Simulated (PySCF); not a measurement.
Several structures and their simulated spectra, in scrambled order.

A. `InChI=1S/C4H3F5O/c1-10-2(3(5)6)4(7,8)9/h1H3`
B. `[SiH3]/C=C/[SiH2][SiH]1CC1`
C. SMILES COc1ccccc1N
D. `CO[SiH2]/C=C(\C#N)OC`

Spectrum 1. 13C{1H} NMR (computed): δ 152.2 (C), 142.7 (C), 126.7 (CH), 121.0 (CH), 117.5 (CH), 112.6 (CH), 55.7 (CH3).

Spectrum 2. 13C{1H} NMR (computed): δ 165.0 (C), 129.8 (C), 121.2 (C), 59.5 (CH3).

Spectrum 3. 13C{1H} NMR (computed): δ 153.1 (C), 119.8 (C), 109.4 (CH), 55.6 (CH3), 53.8 (CH3).

Spectrum 4. 13C{1H} NMR (computed): δ 155.1 (CH), 154.3 (CH), -2.2 (CH2).

Computed data (PySCF): GFN2-xTB structure, GIAO PBE0/pcSseg-1 shieldings. No solvent model, non-relativistic, a single conformation, averaged over atoms made equivalent by symmetry, fast rotation or ring inversion.

Scale: 13C (186.93 ppm) vs TMS (reference shieldings calculated alike). Splittings of carbon signals by F and P are missing where no couplings were computed. Shifts are as computed. Against solution values, carbons near 30 ppm lie about +3 ppm off and those near 130 ppm about +5 ppm. Of 1309 compounds with measured shifts, 239 miss one by over three times the rms of a fit or turn the order of signals round; such compounds aren't used in these exercises.

Which spectrum belongs to which compound?

Results:

1–C, 2–A, 3–D, 4–B.

- Spectrum 1 (C): 7 13C signals; δC 152.2 is an aromatic carbon bearing oxygen; δC 142.7 is an aromatic carbon bearing nitrogen.
- Spectrum 2 (A): 4 13C signals; δC 129.8 is a CF3 carbon; δC 121.2 is an alkene carbon bearing oxygen.
- Spectrum 3 (D): 5 13C signals; δC 153.1 is an alkene carbon bearing oxygen; δC 119.8 is a nitrile carbon.
- Spectrum 4 (B): 3 13C signals; δC 155.1 is an alkene CH; δC 154.3 is an alkene CH.
